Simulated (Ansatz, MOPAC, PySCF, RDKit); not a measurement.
Complex: N2 (SMILES N#N) (first 2 atoms) with GeH4 (SMILES [GeH4]); geometry from B3LYP-D3(BJ)/def2-TZVP, rigid monomers moved along the line of their centres of mass till N2···Ge3 is 3.24 Å.
(charge 0, multiplicity 1):
```xyz
7

N     -0.21362    -0.07657    -1.11253
N     -0.50002     0.37811    -0.16329
Ge     0.09708    -0.04028     2.99763
H      0.47522    -0.36171     4.45191
H     -0.58374    -1.26347     2.36626
H      1.36702     0.30245     2.20511
H     -0.86498     1.15535     2.96985
```

Monomers are frozen at their geometry in the pair; levels with a basis set take the counterpoise correction. Rows marked so take none. RDKit's UFF carries no charges.

Frozen-core correlation. Filled d and f shells under p-block atoms count as core. CBS(a, b) extrapolates the correlation energy as X⁻³ and adds the Hartree–Fock energy of set b. Rows in 3-21G, 6-31G* carry no dispersion term and start afresh at each structure (6-31G* with six Cartesian d functions); the Pople sets are all-electron and without relativity. MP2/6-31G* freezes PySCF's default core, which leaves 3d correlated. The state that AM1 reach isn't checked.

Run with Ansatz (Gaussian orbitals); MOPAC for AM1 (differences of heats of formation); PySCF for 3-21G rows, 6-31G* rows, the dispersion terms; RDKit for the force fields. 

```tsv
level	interaction energy (kJ/mol)
UFF	1.2
AM1	1.8
HF/aug-cc-pVDZ	6.9
B3LYP/3-21G (no counterpoise)	?
PBE0-D3(BJ)/def2-TZVPPD	-1.0
wB97M-V/def2-TZVPPD	-0.7
MP2/6-31G* (no counterpoise)	?
MP2/aug-cc-pVTZ	-0.9
CCSD(T)/CBS(aug-cc-pVDZ, aug-cc-pVTZ)	-0.6
```

Question: What belongs in the gaps?

Answer: 
- B3LYP/3-21G (no counterpoise), interaction energy (kJ/mol): -10.9
- MP2/6-31G* (no counterpoise), interaction energy (kJ/mol): -2.1

Ansatz is a first-principles code.
